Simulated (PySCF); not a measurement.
A structure optimised at ωB97X-D3(BJ)/def2-SVP, used in a PySCF frequency run:

```xyz
8

F      1.4956     0.0054    -1.4842
Si     0.0000     0.0000    -0.8865
F     -0.7525     1.2925    -1.4842
F     -0.7431    -1.2979    -1.4842
Ge     0.0000     0.0000     1.4568
H      0.7420     1.2440     1.9554
H      0.7063    -1.2646     1.9554
H     -1.4484     0.0206     1.9554
```

Q: Write its SMILES, formula and point group.

A: F[Si](F)(F)[GeH3], F3GeH3Si, C3

Q: What are its rotational constants (standard atomic weights)?

A: 3.7762, 1.3292, 1.3292 GHz
